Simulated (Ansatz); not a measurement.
The same molecule with X = B, Al, Ga, In. Ansatz, PBE0-D4/def2-TZVP geometries, multiplicity 1.

Elements past krypton have def2 core potentials. Scalar relativity is left out up to krypton.

| X | molecule | mean X–C bond length / Å | mean X–Cl bond length / Å | LUMO energy (B3LYP/def2-TZVPP) / eV | size of the dipole moment (B3LYP/def2-TZVPP) / D | LUMO energy (ωB97M-V/def2-TZVPP) / eV |
| --- | --- | --- | --- | --- | --- | --- |
| Al | `N#[C][Al]([Cl])[Cl]` | 1.912 | 2.062 | -2.51 | 2.41 | -0.47 |
| Ga | `N#[C][Ga]([Cl])[Cl]` | 1.918 | 2.106 | -2.85 | 2.10 | -0.73 |
| In | `N#[C][In]([Cl])[Cl]` | 2.090 | 2.288 | -2.95 | 1.84 | -0.94 |

Q: Give the row for X = B, `N#CB(Cl)Cl`. (Estimate.)

A: The calculation gave: 
```tsv
X	molecule	mean X–C bond length / Å	mean X–Cl bond length / Å	LUMO energy (B3LYP/def2-TZVPP) / eV	size of the dipole moment (B3LYP/def2-TZVPP) / D	LUMO energy (ωB97M-V/def2-TZVPP) / eV
B	`N#CB(Cl)Cl`	1.531	1.727	-3.25	2.52	-0.94
```

From B to In the mean X–C bond length rises at each step, by 0.559 Å in all; the mean X–Cl bond length rises at each step, by 0.561 Å in all; the LUMO energy (B3LYP/def2-TZVPP) isn't monotonic: highest at Al, lowest at B; the LUMO energy (ωB97M-V/def2-TZVPP) isn't monotonic: highest at Al, lowest at B. Bonds lengthen as the atom grows down the group. Dipoles are sizes alone, and their direction can turn along the series.

B3LYP here is the variant with VWN-RPA as its local correlation; programs differ in this.
